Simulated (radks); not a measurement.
The numbers below are computed, except where a source is named.
Excited configurations of the europium ion Eu3+: one electron is placed in a higher orbital outside [Xe] 4f5. The ground configuration is [Xe] 4f6. Level of theory: scalar-relativistic Kohn-Sham, PBE, spin-unpolarised, spherical densities, finite nucleus; Fermi nuclear charge, rms radius 5.1115 fm (a radial shooting solver on a logarithmic mesh with Libxc functionals). Excitation = E - E(ground); binding = E(ion) - E, where the ion is the core of charge +4; n* = 4/sqrt(2 binding) in atomic units, and the quantum defect is n - n*.

outer orbital  excitation (eV)  binding (eV)     n*  quantum defect  <r> (bohr)
5d                      11.090        31.686  2.621           2.379       2.096
5f                      28.500        14.276  3.905           1.095       4.169
6s                      14.660        28.116  2.783           3.217       3.040
6p                      20.214        22.563  3.106           2.894       3.548
6d                      27.187        15.589  3.737           2.263       4.703
6f                      33.344         9.432  4.804           1.196       7.309
7s                      27.548        15.229  3.781           3.219       5.527
7p                      29.789        12.987  4.094           2.906       6.258
7d                      32.980         9.796  4.714           2.286       7.851
7f                      36.193         6.583  5.751           1.249       11.18

The Delta-SCF ionisation energy is 42.776 eV (NIST Atomic Spectra Database: 42.9 eV, semi-empirical). Self-interaction in the functional shifts the binding energies and quantum defects, so they are the method's values and not measured ones. Spin polarisation and multiplet splitting are left out, so open shells lie too high by an amount that depends on their filling. Spin-orbit splitting is averaged out at the scalar-relativistic level.

Beside tabulated values, note that spin-unpolarised runs miss the spin-polarisation part of the exchange energy of open shells.
